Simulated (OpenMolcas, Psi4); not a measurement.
## Worked example: vertical ionisation energy of SeO2 (selenium dioxide)

SeO2: 3 atoms, total charge 0, spin state singlet. As SMILES, `O=[Se]=O`. The shape is that of a PBE0-D4/def2-TZVP optimisation.

```xyz
3

O     0.4500   -1.2914    0.0948
Se   -0.5159   -0.0677   -0.2613
O     0.0659    1.3591    0.1664
```

Both states at this one shape; open shells run unrestricted unless said. 1 Eh = 27.2114 eV.

```
                          level     program  singlet SeO2 (Eh)  doublet [SeO2]+ (Eh)  HOMO of the first (eV)
                BLYP/def2-TZVPP        Psi4       -2552.048018          -2551.630303                   -7.46
              revPBE/def2-TZVPP        Psi4       -2551.776728          -2551.358534                   -7.49
TM/ANO-R3 (sfX2C, RICD fitting)  OpenMolcas       -2579.863176          -2579.446449                   -7.62
               wB97X/def2-TZVPP        Psi4       -2551.991546          -2551.553953                  -11.55
```

Question: Work out the vertical ionisation energy at each level.

Answer: 
1. BLYP/def2-TZVPP: -2551.630303 − (-2552.048018) = 0.417715 Eh = 11.37 eV; −ε(HOMO) = 7.46 eV.
2. revPBE/def2-TZVPP: -2551.358534 − (-2551.776728) = 0.418194 Eh = 11.38 eV; −ε(HOMO) = 7.49 eV.
3. TM/ANO-R3 (sfX2C, RICD fitting): -2579.446449 − (-2579.863176) = 0.416727 Eh = 11.34 eV; −ε(HOMO) = 7.62 eV.
4. wB97X/def2-TZVPP: -2551.553953 − (-2551.991546) = 0.437593 Eh = 11.91 eV; −ε(HOMO) = 11.55 eV.

No measured value is set beside it here; the levels span 11.34 to 11.91 eV. In semi-local functionals −ε(HOMO) lies far under the ionisation energy, a result of self-interaction. Spin-orbit coupling, which splits open shells on such heavy atoms by tenths of an eV, is left out. All-electron rows are non-relativistic unless named.
